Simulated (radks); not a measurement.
Bi, 83 electrons, occupied as [Xe] 4f12.5 5d10 6s1.5 6p5 (fractional occupations, a model configuration). Calculated with a radial shooting solver on a logarithmic mesh with Libxc functionals: scalar-relativistic Kohn-Sham, PBE, spin-polarised, spherical densities, finite nucleus; open shells are filled with parallel spins first (spin-orbit coupling, left out, can overturn this in heavy ions); Fermi nuclear charge, rms radius 5.5211 fm. Some entries of the table are withheld. Estimate them.

orbital  occ.  eigenvalue (hartree)  <r^2> (bohr^2)  <1/r> (bohr^-1)
1s up       1             -3331.327       0.0003464            103.2
1s down     1             -3331.326       0.0003464            103.2
2s up       1             -599.6838        0.005246            24.25
2s down     1             -599.6812        0.005246            24.25
2p up       3             -513.3806        0.004487            21.22
2p down     3             -513.3782        0.004487            21.22
3s up       1             -145.8915         0.03371            8.987
3s down     1             -145.8407         0.03369            8.989
3p up       3             -121.2208         0.03502            8.109
3p down     3             -121.1685         0.03500            8.111
3d up       5             -96.37306         0.02903            7.601
3d down     5             -96.33283         0.02901            7.603
4s up       1             -34.41745          0.1592            3.895
4s down     1             -34.33622          0.1593            3.893
4p up       3             -26.28502          0.1820            3.501
4p down     3             -26.20756          0.1821            3.499
4d up       5             -16.98987          0.2020            3.159
4d down     5             -16.91421          0.2023            3.157
4f up       7              -6.78914          0.2198            2.795
4f down   5.5              -6.70967          0.2207            2.791
5s up       1              -6.41254          0.7425            1.684
5s down     1              -6.38534          0.7445            1.680
5p up       3              -4.04909          0.9557            1.455
5p down     3              -4.02893          0.9573            1.453
5d up       5              -1.37694           1.542            1.135
5d down     5              -1.35904           1.535            1.136
6s up       1              -0.68135           4.626           0.6356
6s down   0.5              -0.64580           4.649           0.6363
6p up       3              -0.25093             (1)           0.4724
6p down     2              -0.21871             (2)           0.4640

Answer. 
(1) 6p up <r^2> (bohr^2): 8.300
(2) 6p down <r^2> (bohr^2): 8.720
